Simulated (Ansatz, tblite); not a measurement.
Cost and result up the ladder for the cluster As₅O₆⁺ (the lowest singlet isomer of a short search) (11 atoms). Total charge 1; singlet. Geometry: PBE-D4/def2-SVP.

```xyz
11

As   -2.2120   -1.4946   -0.9398
As    0.5280    0.1617   -2.0056
As   -0.9547   -0.0148    1.9905
As    2.1105   -0.2364    0.8883
As   -0.0775    2.0868    0.6402
O     1.6148    1.5134    0.9349
O     1.6567   -0.5878   -0.8494
O    -0.8324   -1.2046   -1.9334
O    -0.4098    1.3247   -0.9971
O    -2.0164   -0.6793    0.5661
O     0.5928   -0.8691    1.7051
```

Ansatz on 4 threads of Arm Neoverse V2 on a shared host; xTB runs through tblite on one thread. Times are rough, summed over both states, and most runs start from the orbitals of an earlier one. PBE0-D4/def2-SVP serves as the yardstick here, not as an exact answer. Differences are given only for rows in sets of like size (and for xTB, whose basis is part of the method), since another set adds its own error. The other state is a quintet at its own geometry, which has other bonds, so the gap mixes isomer and spin.

The xTB rows come from tblite. Correlated methods freeze 51 core orbitals; core or outer-core shells of As are correlated, in sets that lack core-valence functions. The structure comes from a short search, and lower isomers may exist.

Correlated methods converge slowly with the basis, most of all in double-zeta sets.

xTB has no spin-polarisation term.

| level | functions | wall time | quintet − singlet (eV) | difference from PBE0-D4/def2-SVP (eV) |
| --- | --- | --- | --- | --- |
| GFN2-xTB | 69 | 0.028 s | 4.89 | 1.02 |
| GFN1-xTB | 69 | 0.033 s | 5.61 | 1.74 |
| HF/STO-3G | 120 | 14 s | 1.69 | – |
| PBE-D4/def2-SVP | 244 | 18 s | 3.76 | -0.11 |
| PBE0-D4/def2-SVP | 244 | 41 s | 3.87 | 0.00 |
| MP2/def2-SVP | 244 | 65 s | 5.06 | 1.19 |
